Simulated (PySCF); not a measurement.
Input of a run (PBE0-D3(BJ)/def2-SVP geometry optimisation, gas phase (PySCF 2.14.0)), started from GFN2-xTB:
```
{"job": {"xc": "PBE0", "basis": "def2-SVP", "d3": "d3bj", "grid": 2, "kind": "geom"}, "charge": 0, "multiplicity": 1}
C     -2.311440     0.113635     0.062323
C     -1.247008    -0.237182     1.069643
O     -1.488661    -0.606939     2.197628
C      0.126220    -0.095413     0.585126
C      1.320103    -0.327894     1.230733
C      2.335513    -0.032701     0.301814
C      1.693910     0.356367    -0.839380
O      0.369729     0.322037    -0.681450
H     -2.186623     1.146919    -0.254549
H     -3.295207    -0.022070     0.502399
H     -2.207639    -0.519700    -0.816016
H      1.429803    -0.665612     2.240482
H      3.392844    -0.100538     0.454407
H      2.067777     0.668616    -1.795300
```

Output (energies in Eh, forces in Eh/bohr):
```
step   0  E = -381.97337615  max force = 0.013002
step   1  E = -381.97491165  max force = 0.003514
step   2  E = -381.97494273  max force = 0.001672
step   3  E = -381.97494945  max force = 0.001504
step   4  E = -381.97494948  max force = 0.001008
step   5  E = -381.97495382  max force = 0.000314
optimisation converged
```

**Question.** Summarise the run.

**Answer.** The energy falls by 0.043 eV over 6 energy and gradient evaluations, the largest force component goes from 0.0130 to 3.1e-04 Eh/bohr, and the atoms move by 0.028 Å rms after alignment. Among the bonds, C5–H12 and C6–H13 change most and about equally (+0.017 Å). Bonds longer at the end by more than 0.005 Å: 9 of 14; shorter: 1. Among the angles that change most is C1–C2–C4, from 114.8° to 117.0°. The energy never rose by more than 1e-6 Eh on the way. The first step brought 97 % of the lowering.

**Question.** What are the final bond lengths?

**Answer.** C1–C2 1.506 Å, C2=O3 1.213 Å, C2–C4 1.470 Å, C4–C5 1.371 Å, C5–C6 1.421 Å, C6–C7 1.368 Å, C7–O8 1.341 Å, C4–O8 1.358 Å, C1–H9 1.101 Å, C1–H10 1.096 Å, C1–H11 1.101 Å, C5–H12 1.087 Å, C6–H13 1.088 Å, C7–H14 1.087 Å. Numbering counts from 1 in the input's order; the species is 2-acetylfuran (`CC(=O)c1ccco1`).

The run used 142 basis functions and 43 SCF cycles in all.

Whether it is a minimum is left open (no frequencies). The numbers are those of one conformer.

Shape of the structure used: `[CH3:1][C:2](=[O:3])[c:4]1[cH:5][cH:6][cH:7][o:8]1`: C1–C2–C4–C5 180°.
